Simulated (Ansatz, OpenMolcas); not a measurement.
# CBrClF2: a line through the functionals

The species is CBrClF2 (5 atoms), meant as a singlet with charge 0. SMILES: `FC(F)(Cl)Br`. Geometry: relaxed at PBE0-D4/def2-TZVP.

The vertical energy of the triplet above the singlet y, in eV, basis cc-pVDZ; a is the functional's share of exact exchange. Programs: Ansatz 0.2.0, OpenMolcas 26.06.

| functional | program | a | y (eV) |
| --- | --- | --- | --- |
| BLYP | Ansatz | 0 | 5.21 |
| TPSS | OpenMolcas | 0 | 5.24 |
| B3LYP | Ansatz | 0.2 | 5.37 |
| r2SCAN0 | Ansatz | 0.25 | 5.35 |
| PBE0 | Ansatz | 0.25 | ? |
| BHLYP | Ansatz | 0.5 | 5.42 |

**Question.** Fit y = c + s·a to the known rows and predict PBE0.

**Answer.** 
1. Means of the 5 rows: a = 0.1900, y = 5.318.
2. Σ(Δa)² = 0.172, Σ(Δa·Δy) = 0.0694, so the slope is 0.0694/0.172 = 0.40349.
3. Intercept: 5.318 − (0.40349) × 0.1900 = 5.241. The largest residual of the fit is 0.048.
4. PBE0: 5.241 + (0.40349) × 0.25 = 5.34 eV.

The run gave 5.40 eV, so the prediction is off by -0.06 eV, about the scatter of the fit. Spin-orbit coupling is left out.
